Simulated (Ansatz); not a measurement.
CH$_{5}$BN$_{2}$Si, relaxed with RKS PBE0-D4/def2-TZVP in Ansatz from a PBE-D4/def2-SVP geometry. The force threshold is 0.005 eV/Å; the program also tests the step.

Total charge 0; spin multiplicity 1. The bonds changed during the relaxation, so this is another structure than the one it started from.

Start:

```xyz
10

Si   -0.852    0.136   -1.501
B    -0.372   -0.121    0.445
N    -0.458    0.823    1.575
C     0.717    0.237    1.724
N     0.659   -1.024    1.089
H     0.219    0.979   -2.150
H    -0.906   -1.174   -2.244
H    -2.171    0.841   -1.660
H     1.662    0.686    2.110
H     1.503   -1.383    0.614
```

Question: By how much does the energy fall, and how many steps does the optimiser take? (An estimate is asked.)

Answer: Ansatz gave: 0.05 eV, in 12 steps.

Question: Which bonds change most? (Estimate.)

Answer: The calculation gave: C4–H9 from 1.114 to 1.094 Å; Si1–H8 from 1.504 to 1.484 Å; Si1–H6 from 1.510 to 1.491 Å; N3–C4 from 1.321 to 1.302 Å.

Question: Give the relaxed structure. (Estimate.)

Answer: Ansatz gave: 
```xyz
10

Si   -0.855    0.133   -1.510
B    -0.344   -0.142    0.417
N    -0.499    0.728    1.583
C     0.691    0.223    1.739
N     0.729   -0.989    1.037
H     0.265    0.836   -2.197
H    -1.061   -1.174   -2.192
H    -2.088    0.950   -1.636
H     1.570    0.696    2.187
H     1.591   -1.260    0.572
```
